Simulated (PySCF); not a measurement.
**Question.** Give a PBE0-D3(BJ)/def2-SVP geometry of InChI=1S/C7H16/c1-4-5-6-7(2)3/h7H,4-6H2,1-3H3.

**Answer.** 
```
atom  x, y, z in Å
C1    -3.3548    0.9066   -0.2777
C2    -2.2132   -0.0316   -0.6345
C3    -0.8748    0.3884   -0.0414
C4     0.2688   -0.5478   -0.4049
C5     1.6156   -0.2274    0.2474
C6     2.1471    1.1441   -0.1563
C7     2.6359   -1.3155   -0.0681
H8    -3.1589    1.9295   -0.6379
H9    -4.3076    0.5762   -0.7187
H10   -3.4965    0.9661    0.8136
H11   -2.1161   -0.0977   -1.7328
H12   -2.4540   -1.0553   -0.2966
H13   -0.6444    1.4155   -0.3740
H14   -0.9654    0.4442    1.0594
H15    0.3987   -0.5589   -1.5038
H16   -0.0171   -1.5790   -0.1301
H17    1.4578   -0.2194    1.3429
H18    2.2749    1.2065   -1.2505
H19    3.1284    1.3401    0.3034
H20    1.4724    1.9580    0.1479
H21    3.5972   -1.1257    0.4345
H22    2.2793   -2.3077    0.2499
H23    2.8326   -1.3653   -1.1524
```

Any rigid rotation of these coordinates is as good. Atoms count from 1 in this order. Of the pairs four or more bonds apart, H13···H20 is among the closest relative to their van der Waals radii: 2.25 Å, 94 % of the sum of Bondi's values.

Bonds between heavy atoms (Å): C1–C2 1.520, C2–C3 1.523, C3–C4 1.522, C4–C5 1.530, C5–C6 1.525, C5–C7 1.525.

Level of theory: PySCF, PBE0-D3(BJ)/def2-SVP geometry optimisation, gas phase.

Point group: C1 (no symmetry element, even within 0.4 Å). Not checked by PBE0-D3(BJ)/def2-SVP frequencies. One conformer, not necessarily the lowest (C1–C2–C3–C4 180°, C2–C3–C4–C5 -176°, C3–C4–C5–C6 -62°).
